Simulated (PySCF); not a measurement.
Input of a driver script around PySCF for `[CH3][Ge@H]([PH2])[Br]`, coordinates in Å (PBE0-D3(BJ)/def2-SVP geometry):
```
{"job": {"kind": "xas", "xc": "BHandHLYP", "basis": {"default": "aug-pcX-1", "H": "pcseg-1", "Ge": "def2-SVPD", "P": "def2-SVPD", "Br": "def2-SVPD"}}, "charge": 0, "multiplicity": 1}
C     -1.581510    -0.133477    -0.158461
Ge     0.257923     0.483068    -0.255676
P      1.625460    -0.788415     1.123289
Br     0.298018     2.641282     0.602892
H     -1.902857    -0.155770     0.892117
H     -1.665438    -1.145418    -0.581671
H     -2.235537     0.548623    -0.719296
H      0.771186     0.605381    -1.703663
H      1.674483    -1.864952     0.180569
H      2.822246    -0.190961     0.623986
```

Problem. What does the run print?

Solution. 
```
coarse grid: 41176 points
cycle   1  E = -5033.5034231710  dE = -1.633e+00  |g| = 4.040e-01  |ddm| = 3.082e+00
cycle   2  E = -5033.5125429833  dE = -9.120e-03  |g| = 3.998e-01  |ddm| = 8.411e-01
cycle   3  E = -5033.5417024899  dE = -2.916e-02  |g| = 2.981e-02  |ddm| = 4.190e-01
...
final grid: 81480 points
...
cycle   9  E = -5033.5418671279  dE = -7.557e-08  |g| = 2.648e-05  |ddm| = 5.181e-04
cycle  10  E = -5033.5418671281  dE = -2.510e-10  |g| = 1.113e-05  |ddm| = 4.388e-05
converged SCF energy = -5033.5418671281

C K edge
   eV          f      from atoms
  285.353   0.02959   C0
  285.454   0.00138   C0
  286.052   0.00979   C0
  286.356   0.03122   C0
  286.472   0.03415   C0
  286.911   0.00794   C0
  287.075   0.00646   C0
  287.384   0.00236   C0
```

The calculation used core-valence-separated Tamm–Dancoff BHandHLYP/aug-pcX-1 (pcseg-1 on H, def2-SVPD on Ge, def2-SVPD on P, def2-SVPD on Br) in PySCF, non-relativistic, gas phase, PBE0-D3(BJ)/def2-SVP geometry. Atoms in this output count from 0. No empirical shift is added; at this level the pattern usually sits a few eV under experiment. The SCF starts on a coarse grid and ends on the final one.

Carbon edge (atoms now counted from 1; roots within 0.03 eV on like atoms summed, the top roots left aside). The first line with a tenth or more of the strongest one's intensity is at 285.35 eV (f = 0.030), with the hole on C1 (sp3 carbon bound to germanium). The strongest listed is at 286.47 eV (f = 0.034; C1).

Kohn–Sham HOMO -8.62 eV, LUMO 0.20 eV, dipole moment 2.61 D.

Shape of the structure used: `[CH3:1][Ge@H:2]([PH2:3])[Br:4]`: H–P3–Ge2–C1 78°, H–P3–Ge2–C1 172°.
